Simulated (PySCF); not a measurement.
**Worked example: chemical shift, span and skew from a shielding tensor**

CH4BClO, SMILES COBCl. Atoms are numbered in the order given.

```xyz
8

B     -0.5125     0.0575     0.0000
H     -1.7044    -0.1387     0.0000
Cl     0.0863     1.7104     0.0000
O      0.3774    -0.9360     0.0000
C      0.0043    -2.2928     0.0000
H      0.4223    -2.7820    -0.8924
H      0.4223    -2.7820     0.8924
H     -1.0907    -2.4162     0.0000
```

The structure is a stationary point at PBE0-D3(BJ)/def2-SVP. The values are those of a single conformer.

GIAO shieldings from PBE0/pcSseg-1 in PySCF, non-relativistic, no solvent. The symmetric part of the tensor of C5 has the principal values 94.3, 98.4, 181.7 ppm. The same nucleus in TMS has σ = 186.3 ppm at this level (PySCF, at its B3LYP-D3(BJ)/def2-TZVP geometry). Without spin–orbit terms, shifts of atoms bonded to Cl or Br come out too high.

Task: Work out the isotropic shielding, the ¹³C shift against TMS, the span and the skew.

Result: 
σ(iso) = (σ11 + σ22 + σ33)/3 = 124.8 ppm. δ = σ(ref) − σ(iso) = 186.3 − (124.8) = 61.5 ppm.
Span Ω = σ33 − σ11 = 87.4 ppm. Skew κ = 3(σ(iso) − σ22)/Ω = 0.91. Tumbling in solution averages the tensor to δ; in a static solid the shielding alone would spread this spin-1/2 line over Ω.
